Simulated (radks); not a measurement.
The numbers below are computed, except where a source is named.
Dynamic dipole polarisability and lines of the neon ion Ne6+, [He] 2s2. Code: a radial shooting solver on a logarithmic mesh with Libxc functionals. Model: scalar-relativistic Kohn-Sham, LB94 model potential, spin-unpolarised, spherical densities, finite nucleus; Fermi nuclear charge, rms radius of each element as measured or else 0.836 A^(1/3) + 0.57 fm. Time-dependent linear response with the Hartree and adiabatic LDA kernel, continuum included through the Sternheimer equations, no spin-orbit coupling, so fine structure and intercombination lines are absent. Lines are the poles of the dipole polarisability below minus the highest occupied eigenvalue, found on a grid refined at the orbital gaps; the lowest seven at most are given, and weak or close lines can be missed. The first line takes the name of the lowest orbital gap if no other gap lies below it; otherwise a line is named after a gap within 0.6 % of it, if that gap stands alone.

| photon energy (eV) | alpha (bohr^3) |
|---|---|
| 0 | 0.5058 |
| 10.037 | 0.6181 |
| 30.111 | -0.5753 |
| 50.185 | -0.07222 |
| 70.259 | 0.002304 |
| 90.333 | 0.04529 |
| 110.41 | 0.1348 |
| 130.48 | -0.2324 |
| 150.55 | -0.01072 |
| 170.63 | -0.02388 |
| 190.70 | -0.06580 |

Lines (eV, oscillator strength): 22.763 (54.47 nm, 2s-2p), f = 0.325; 123.78 (10.02 nm, 2s-3p), f = 0.567; 160.17 (7.741 nm, 2s-4p), f = 0.148; 176.17 (7.038 nm, 2s-5p), f = 0.0629; 184.73 (6.712 nm, 2s-6p), f = 0.0333; 189.86 (6.530 nm, unassigned), f = 0.0198; 193.17 (6.418 nm, unassigned), f = 0.0128. Higher lines, where found, are left out when the end of the mesh affects them. Those listed give 99 % of the static polarisability (sum of f/w^2). Orbital energy gaps for comparison: 2s-2p 16.098 eV; 2s-3p 124.45 eV; 2s-4p 160.37 eV; 2s-5p 176.26 eV; 2s-6p 184.78 eV. At laser wavelengths: 1550 nm 0.5064, 1064 nm 0.5071, 780 nm 0.5081, 532 nm 0.5108, 355 nm 0.5171, 266 nm 0.5262, 193 nm 0.5461 bohr^3.
